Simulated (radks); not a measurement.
The numbers below are computed, except where a source is named.
Q: Valence configurations of Ce IV (all share [Xe]). Level of theory: non-relativistic Kohn-Sham, PBEsol, spin-polarised, spherical densities, point nucleus; open shells are filled with parallel spins first (spin-orbit coupling, left out, can overturn this in heavy ions); relativity is left out, which matters for an element this heavy (a radial shooting solver on a logarithmic mesh with Libxc functionals). Order these by energy: 6s1; 6p1; 4f0.5 6s0.5; 4f0.5 5d0.5; 4f1; 4f0.5 6p0.5; 5d1.

A: From the lowest, in eV above it: 4f1 0.000; 4f0.5 5d0.5 4.623; 4f0.5 6s0.5 7.178; 4f0.5 6p0.5 9.174; 5d1 10.436; 6s1 16.201; 6p1 20.367. NIST lists [Xe] 4f1 as the ground configuration; this level of theory agrees among the configurations tried. The energies are those of spherical high-spin densities, not of single terms. Relativity is left out, which favours d and f over s occupation in heavy atoms.
